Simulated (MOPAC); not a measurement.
A run for MOPAC: PM3 on H2INTe (SMILES N[Te]I), a point of a torsion scan.

```
PM3 1SCF PRECISE CHARGE=0 THREADS=1
H2INTe

N     -0.84791775 1     0.01923959 1     0.27238473 1
Te     0.73481682 1     0.98031647 1    -0.53329777 1
I      1.81084649 1     1.58472501 1     1.84723919 1
H     -0.91310884 1    -0.94880799 1    -0.00221285 1
H     -1.73272336 1     0.46315588 1     0.07863745 1
```

The log:

```
*******************************************************************************
 **                                                                           **
 **                              MOPAC v23.2.5                                **
 **                                                                           **
 *******************************************************************************
 ** MOPAC's Digital Object Identifier: https://doi.org/10.5281/zenodo.6511958 **
 **                                                                           **
 ** Please cite the open-source release paper for use of this MOPAC version:  **
 ** J. E. Moussa and J. J. P. Stewart (2026)                                  **
 ** MOPAC: An open-source semiempirical molecular orbital program             **
 ** J. Open Source Softw., 11(119), 8025, https://doi.org/10.21105/joss.08025 **
 *******************************************************************************

                              PM3 CALCULATION RESULTS

 *******************************************************************************
 *  PM3        - The PM3 Hamiltonian to be used
 *
 *
 *
 *                 CHARGE ON SYSTEM = 0
 *
 *
 *
 *  PRECISE    - TIGHTER CRITERIA TO BE USED
 *  1SCF       - DO 1 SCF AND THEN STOP
 *  THREADS=1  - MULTI-THREADING NOT USED
 *  T=         - A TIME OF 172800.0 SECONDS REQUESTED
 *  DUMP=N     - RESTART FILE WRITTEN EVERY 7200.0 SECONDS REQUESTED
 *******************************************************************************
PM3 1SCF PRECISE CHARGE=0 THREADS=1
 H2INTe

   ATOM   CHEMICAL          X               Y               Z
  NUMBER   SYMBOL      (ANGSTROMS)     (ANGSTROMS)     (ANGSTROMS)

     1       N         -0.84791775  *   0.01923959  *   0.27238473  *
     2      Te          0.73481682  *   0.98031647  *  -0.53329777  *
     3       I          1.81084649  *   1.58472501  *   1.84723919  *
     4       H         -0.91310884  *  -0.94880799  *  -0.00221285  *
     5       H         -1.73272336  *   0.46315588  *   0.07863745  *



          CARTESIAN COORDINATES

    NO.       ATOM           X           Y           Z

     1         N         -0.8479      0.0192      0.2724
     2        Te          0.7348      0.9803     -0.5333
     3         I          1.8108      1.5847      1.8472
     4         H         -0.9131     -0.9488     -0.0022
     5         H         -1.7327      0.4632      0.0786

  H: (PM3): J. J. P. STEWART, J. COMP. CHEM. 10, 209 (1989).
  N: (PM3): J. J. P. STEWART, J. COMP. CHEM. 10, 209 (1989).
 Te: (PM3): J. J. P. STEWART, J. COMP. CHEM. 12, 320-341 (1991).
  I: (PM3): J. J. P. STEWART, J. COMP. CHEM. 10, 209 (1989).

           Empirical Formula: H2 N Te I  =     5 atoms



      MOLECULAR POINT GROUP   :   Cs


      RHF CALCULATION, NO. OF DOUBLY OCCUPIED LEVELS = 10


 -------------------------------------------------------------------------------
 PM3 1SCF PRECISE CHARGE=0 THREADS=1
 H2INTe



     1SCF WAS SPECIFIED, SO BFGS WAS NOT USED
     SCF FIELD WAS ACHIEVED


                              PM3 CALCULATION
                                                       MOPAC v23.2.5 Linux




          FINAL HEAT OF FORMATION =          3.82629 KCAL/MOL =      16.00919 KJ/MOL


          COSMO AREA              =        123.38 SQUARE ANGSTROMS
          COSMO VOLUME            =        115.07 CUBIC ANGSTROMS

          IONIZATION POTENTIAL    =          9.414353 EV
          HOMO LUMO ENERGIES (EV) =         -9.414 -3.333
          NO. OF FILLED LEVELS    =         10
          MOLECULAR WEIGHT        =        270.5270         POINT GROUP:  Cs

          MOLECULAR DIMENSIONS (Angstroms)

            Atom       Atom       Distance
            H     4    I     3     4.15442
           Te     2    H     5     1.99303
           Te     2    I     3     1.26334


          SCF CALCULATIONS        =          1





   ATOM   CHEMICAL          X               Y               Z
  NUMBER   SYMBOL      (ANGSTROMS)     (ANGSTROMS)     (ANGSTROMS)

     1       N         -0.84791775  *   0.01923959  *   0.27238473  *
     2      Te          0.73481682  *   0.98031647  *  -0.53329777  *
     3       I          1.81084649  *   1.58472501  *   1.84723919  *
     4       H         -0.91310884  *  -0.94880799  *  -0.00221285  *
     5       H         -1.73272336  *   0.46315588  *   0.07863745  *

                             CARTESIAN COORDINATES

   1    N       -0.847917750     0.019239590     0.272384730
   2   Te        0.734816820     0.980316470    -0.533297770
   3    I        1.810846490     1.584725010     1.847239190
   4    H       -0.913108840    -0.948807990    -0.002212850
   5    H       -1.732723360     0.463155880     0.078637450


           Empirical Formula: H2 N Te I  =     5 atoms



      MOLECULAR POINT GROUP   :   Cs


                  EIGENVALUES
 -28.69909 -16.77716 -15.81038 -14.84053 -14.74498 -13.80243 -11.54357 -10.87629
  -9.97946  -9.41435  -3.33347  -1.65429   2.96137   4.02381


              NET ATOMIC CHARGES AND DIPOLE CONTRIBUTIONS

  ATOM NO.   TYPE          CHARGE      No. of ELECS.   s-Pop       p-Pop
    1          N          -0.091896        5.0919     1.43052     3.66137
    2         Te           0.270969        5.7290     1.98535     3.74368
    3          I          -0.265036        7.2650     1.35255     5.91248
    4          H           0.043105        0.9569     0.95690
    5          H           0.042858        0.9571     0.95714
 DIPOLE           X         Y         Z       TOTAL
 POINT-CHG.    -1.520    -0.851    -3.150     3.600
 HYBRID        -0.697    -0.357    -0.926     1.213
 SUM           -2.217    -1.208    -4.076     4.795


          ATOMIC ORBITAL ELECTRON POPULATIONS

     Atom    s        px        py        pz
    1  N   1.43052   1.09143   1.04657   1.52337
    2 Te   1.98535   1.14686   1.69521   0.90161
    3  I   1.35255   1.98146   1.99369   1.93734
    4  H   0.95690
    5  H   0.95714

 **********************
 *                    *
 * JOB ENDED NORMALLY *
 *                    *
 **********************




 == MOPAC DONE ==
```

The run finished.

Cost: around 0.010 core-seconds (rough).
